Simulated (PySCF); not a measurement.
C3H9Si, SMILES C[Si](C)C, multiplicity 2. Geometry optimised at PBE-D3(BJ)/def2-SVP.

Computed equilibrium geometry at PBE-D3(BJ)/def2-SVP (PySCF confirms it by a frequency run) as Cartesian coordinates in Å, and its point group:
point group C3v.
```xyz
13

Si     0.0000     0.0000     0.4306
C      1.5586    -0.8999    -0.1785
C      0.0000     1.7998    -0.1785
C     -1.5586    -0.8999    -0.1785
H      1.5859    -0.9156    -1.2910
H      2.4809    -0.3969     0.1762
H      1.5842    -1.9501     0.1762
H      0.8968     2.3470     0.1762
H     -0.8968     2.3470     0.1762
H      0.0000     1.8312    -1.2910
H     -2.4809    -0.3969     0.1762
H     -1.5842    -1.9501     0.1762
H     -1.5859    -0.9156    -1.2910
```
Charge 0, spin multiplicity 2.
